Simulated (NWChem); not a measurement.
Molecule: Si₂H₄, singlet; SMILES [SiH][SiH3]

All runs: NWChem. Pople sets run with spherical d functions. Low-valent species are run as closed-shell singlets; no triplet was tried in these runs. Structure relaxed at the PBE0-D3(BJ)/def2-TZVP level. Solvent water, SMD (1 M gas to 1 M solution), gas-phase geometry. Reactions with the solvent are ignored.

**Question.** Order these by “dipole in solution (D)”, lowest first: PBE0/3-21G; PBE0/6-311G**; PBE0/6-31G*; PBE0/STO-3G.

**Answer.** PBE0/6-311G** (0.34), PBE0/6-31G* (0.45), PBE0/3-21G (0.63), PBE0/STO-3G (0.98)
